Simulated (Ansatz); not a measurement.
Consider the ligand exchange at a B–Br bond: `BrB1CC1` + `[OH][AlH2]` → `[AlH2][O]B1CC1` + HBr.

Isolated molecules relaxed with PBE0-D4/def2-TZVP in Ansatz; ΔE leaves out vibrations. CCSD(T)/CBS is the MP2 limit (def2-TZVPP, def2-QZVPP) plus CCSD(T) − MP2 in def2-TZVPP, frozen cores. This one scheme is used for every species. Functionals use def2-TZVPP. B3LYP here is the variant with VWN-RPA as its local correlation; programs differ in this. For Br outer-core shells are correlated without core-valence functions, which leaves a few kJ/mol of doubt a bond. Scalar relativity is left out up to krypton. Each species was taken in one conformer, which may not be the lowest.

```tsv
level	ΔE (kJ/mol)	difference from CCSD(T)/CBS
B3LYP-D4	-54.7	-9.7
ωB97M-V	-50.4	-5.4
B2PLYP	-50.5	-5.5
PBE	-43.6	1.4
B3LYP	-54.8	-9.8
MP2/def2-TZVPP	-40.4	4.6
SCS-MP2/def2-TZVPP	-45.1	-0.1
MP2/def2-QZVPP	-40.0	5.0
HF/CBS(def2)	-64.2	-19.2
CCSD/CBS(def2)	-47.6	-2.6
CCSD(T)/CBS	-45.0	0
```

Largest T1 diagnostic among the species: 0.013.

In def2-TZVPP, CCSD(T) changes the Hartree–Fock value by +15.6 kJ/mol (the triples alone add +2.6 kJ/mol) and MP2 by +22.0 kJ/mol.
